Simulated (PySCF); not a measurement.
Electron affinity of As by level of theory

As⁻ [Ar] 3d10 4s2 4p4 (3P) → As [Ar] 3d10 4s2 4p3 (4S), as a difference of total energies. Calculation: PySCF 2.14, in aug-cc-pVTZ-DK; scalar relativity by spin-free X2C-1e. Correlated levels: valence: [Ar] 3d10 frozen. The calculations carry no spin-orbit coupling.

| method | electron affinity (eV) | difference from reference (eV) |
| --- | --- | --- |
| UHF | -0.298 | -1.102 |
| MP2 (valence) | 0.454 | -0.350 |
| SCS-MP2 (valence) | 0.514 | -0.290 |
| CCSD (valence) | 0.546 | -0.258 |
| CCSD(T) (valence) | 0.607 | -0.197 |

Reference: 0.804 eV (measured; photodetachment measurements, as compiled on the Wikipedia data page of electron affinities).

The reference lies between the lowest fine-structure levels, while these numbers refer to the centres of the terms.

Errors of the correlated levels include the incompleteness of this basis and the frozen core.

A negative affinity means that the anion lies above the atom at that level of theory.
